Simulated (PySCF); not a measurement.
H3NO3S, SMILES NS(=O)(=O)O. Heavy atoms are numbered as in [NH2:1][S:2](=[O:3])(=[O:4])[OH:5]. Hydrogens are named by the atom that carries them.

Geometry: r2SCAN-D4/def2-SVP. The values are those of a single conformer.

All values below come from PySCF with PBE0/pcSseg-1.

GIAO shieldings, no solvent; atoms alike by connectivity are averaged. δ = σ(ref) − σ: ¹⁵N against NH3 (σ = 267.4 ppm); ³³S against H2S (σ = 716.7 ppm); ¹⁷O against H2O (σ = 334.2 ppm); ¹H against TMS (σ = 31.56 ppm), references at their B3LYP-D3(BJ)/def2-TZVP geometries, non-relativistic.

Computed chemical shifts:
```
nucleus     atoms  count  δ (ppm)
-------  --------  -----  -------
¹⁵N      N1 (NH2)      1    109.4
³³S            S2      1    542.8
¹⁷O            O3      2    250.4
¹⁷O       O5 (OH)      1    232.7
¹H        H on O5      1     4.93
¹H        H on N1      2     4.07
```
